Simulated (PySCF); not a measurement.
Species: C4H7F3S.
Numbering: `[CH3:1][CH2:2][S:3][CH2:4][C:5]([F:6])([F:7])[F:8]` (hydrogens: H9, H10, H11 on C1; H12, H13 on C2; H14, H15 on C4)

All values: CAM-B3LYP/def2-SVPD (PySCF, non-relativistic), on one gas-phase PBE0-D3(BJ)/def2-SVP geometry that isn't relaxed in the solvent. The solvent is an IEF-PCM continuum (Bondi radii, 1.10 Å for H, scaled by 1.2), and excitations are vertical TDDFT with non-equilibrium linear response and a frozen core. Only the electrostatic response of the medium enters.

Gas-phase singlets (H = HOMO, L = LUMO):

```csv
state,E (eV),λ (nm),f,leading configurations
S1,5.781,214,0.000,"H→L+1 63%, H→L 9%, H→L+4 8%"
S2,6.471,192,0.036,"H→L 51%, H→L+2 31%, H→L+1 14%"
S3,6.835,181,0.009,"H→L+2 53%, H→L 32%"
S4,7.397,168,0.028,"H→L+3 42%, H→L+5 18%, H→L+4 17%"
S5,7.604,163,0.007,"H→L+3 46%, H→L+6 19%, H→L+1 9%"
```

**Question.** What are the lowest 5 singlets in dichloromethane (ε = 8.93)?

**Answer.** 
| state | E (eV) | λ (nm) | f | leading configurations | change by rank (eV) |
| --- | --- | --- | --- | --- | --- |
| S1 | 5.854 | 212 | 0.001 | H→L+1 70%, H→L+8 9% | +0.073 |
| S2 | 6.467 | 192 | 0.050 | H→L 68%, H→L+2 22% | -0.004 |
| S3 | 6.981 | 178 | 0.018 | H→L+2 54%, H→L 24% | +0.146 |
| S4 | 7.409 | 167 | 0.058 | H→L+3 74%, H→L+4 12% | +0.012 |
| S5 | 7.724 | 161 | 0.001 | H→L+5 35%, H→L+1 15%, H→L+8 14% | +0.120 |

**Question.** How does the list change in methanol (ε = 32.61)?

**Answer.** 
```tsv
state	E (eV)	λ (nm)	f	leading configurations	change by rank (eV)
S1	5.873	211	0.001	H→L+1 69%, H→L+8 9%	+0.092
S2	6.472	192	0.048	H→L 72%, H→L+2 21%	+0.001
S3	7.013	177	0.018	H→L+2 54%, H→L 20%, H→L+1 8%	+0.178
S4	7.407	167	0.056	H→L+3 76%, H→L+4 12%	+0.010
S5	7.748	160	0.001	H→L+5 32%, H→L+6 18%, H→L+1 16%	+0.144
```

**Question.** The ground-state energy changes by -0.199 eV from gas to methanol. By how much does the total energy of gas-phase S1 change?

**Answer.** E(S1) = E(S0) + excitation energy, so it changes by -0.199 + 0.092 = -0.107 eV: it is lowered less than the ground state, which is what a blue shift means. This is the vertical state, with the slow part of the continuum still set for S0.

**Question.** How do the frontier levels move from gas to methanol?

**Answer.** 
```json
{"orbital": "LUMO+2", "gas (eV)": "1.51", "solvent (eV)": "1.62", "change (eV)": "+0.11", "Löwdin shares, gas": "S3 65 %, H15 5 %, C4 5 %, C2 4 %", "Löwdin shares, solvent": "S3 59 %, C2 5 %, F7 5 %, C1 5 %"}
{"orbital": "LUMO+1", "gas (eV)": "1.20", "solvent (eV)": "1.37", "change (eV)": "+0.17", "Löwdin shares, gas": "S3 59 %, H12 10 %, C2 8 %, C1 4 %", "Löwdin shares, solvent": "S3 63 %, C4 6 %, H12 6 %, F8 5 %"}
{"orbital": "LUMO", "gas (eV)": "1.11", "solvent (eV)": "1.29", "change (eV)": "+0.18", "Löwdin shares, gas": "S3 23 %, C1 12 %, C4 9 %, H14 8 %", "Löwdin shares, solvent": "S3 34 %, C5 9 %, C1 9 %, C4 7 %"}
{"orbital": "HOMO", "gas (eV)": "-8.26", "solvent (eV)": "-8.20", "change (eV)": "+0.06", "Löwdin shares, gas": "S3 69 %, C2 9 %, C4 9 %", "Löwdin shares, solvent": "S3 69 %, C2 9 %, C4 9 %"}
{"orbital": "HOMO-1", "gas (eV)": "-10.46", "solvent (eV)": "-10.30", "change (eV)": "+0.16", "Löwdin shares, gas": "S3 53 %, C2 16 %, C4 10 %, C1 7 %", "Löwdin shares, solvent": "S3 51 %, C2 16 %, C4 9 %, C1 8 %"}
{"orbital": "HOMO-2", "gas (eV)": "-11.50", "solvent (eV)": "-11.14", "change (eV)": "+0.36", "Löwdin shares, gas": "C2 24 %, C1 19 %, H12 14 %, S3 11 %", "Löwdin shares, solvent": "C2 24 %, C1 21 %, H12 14 %, H11 11 %"}
{"orbital": "HOMO-3", "gas (eV)": "-12.10", "solvent (eV)": "-11.79", "change (eV)": "+0.31", "Löwdin shares, gas": "C1 28 %, C2 18 %, H9 16 %, S3 10 %", "Löwdin shares, solvent": "C1 29 %, C2 17 %, H9 17 %, S3 12 %"}
```

The HOMO–LUMO gap goes from 9.37 to 9.49 eV.

Shape of the structure used: `[CH3:1][CH2:2][S:3][CH2:4][C:5]([F:6])([F:7])[F:8]`: C1–C2–S3–C4 56°, C2–S3–C4–C5 69°, S3–C4–C5–F6 55°.
